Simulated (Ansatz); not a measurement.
A run of Ansatz (development build ahead of 0.2.0) on quintet FeCl4(2-) at this shape:

```xyz
5

Fe    0.0000    0.0000    0.0000
Cl    1.3279    1.3279    1.3279
Cl    1.3279   -1.3279   -1.3279
Cl   -1.3279    1.3279   -1.3279
Cl   -1.3279   -1.3279    1.3279
```

Its results:

* Converged: yes
* Total energy: -3104.91988 hartree
* Spin squared of the determinant: 6.000
* Stability test: minimum among restricted orbitals

**Question.** Which input gives this output? Name the method, the orbitals and the basis set, and write the input.

**Answer.** ωB97X (restricted open-shell) in pcseg-2.

```yaml
crystal:
  periodic: [false, false, false]
  atoms:
    - { symbol: Fe, position_ang: [0.0, 0.0, 0.0] }
    - { symbol: Cl, position_ang: [1.32791, 1.32791, 1.32791] }
    - { symbol: Cl, position_ang: [1.32791, -1.32791, -1.32791] }
    - { symbol: Cl, position_ang: [-1.32791, 1.32791, -1.32791] }
    - { symbol: Cl, position_ang: [-1.32791, -1.32791, 1.32791] }
basis:
  gaussian: { orbitals: pcseg-2 }
total_charge: -2
magnetization:
  initial_magnetization: 4
hamiltonian:
  xc: { name: wB97X }
```

Caution: no unrestricted run beside it, a lower state can exist; no diffuse functions for an anion; other spin multiplicities were not run.
